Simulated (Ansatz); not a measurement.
`C[CH2][Ga][Cl]` radical, relaxed with UKS PBE0-D4/def2-TZVP in Ansatz 0.2.0 from a PBE-D4/def2-SVP geometry. The force threshold is 0.005 eV/Å; the program also tests the step.

The species carries charge 0 and has multiplicity 2.

Start:

```xyz
9

C    -0.819    0.477   -0.105
C    -0.091   -0.804    0.285
Ga    1.941   -0.706   -0.034
Cl    2.636    1.322   -0.603
H    -0.704    0.711   -1.183
H    -1.909    0.388    0.098
H    -0.446    1.356    0.457
H    -0.179   -1.047    1.366
H    -0.430   -1.697   -0.281
```

```
step  energy (eV)  largest force (eV/Å)  largest move (Å)
   1  -67044.6784                 0.474             0.000
   2  -67044.7093                 0.128             0.028
   3  -67044.7128                 0.038             0.018
   4  -67044.7130                 0.020             0.009
   5  -67044.7131                 0.012             0.008
   6  -67044.7131                 0.002             0.005
```

End:

```xyz
9

C    -0.817    0.472   -0.105
C    -0.083   -0.798    0.282
Ga    1.916   -0.687   -0.043
Cl    2.640    1.306   -0.590
H    -0.708    0.699   -1.167
H    -1.889    0.377    0.103
H    -0.449    1.339    0.447
H    -0.182   -1.033    1.346
H    -0.429   -1.674   -0.273
```

It took 37 s on 4 threads of an Arm Neoverse V1 on a shared host, with 0.61 GiB of host memory at the peak.
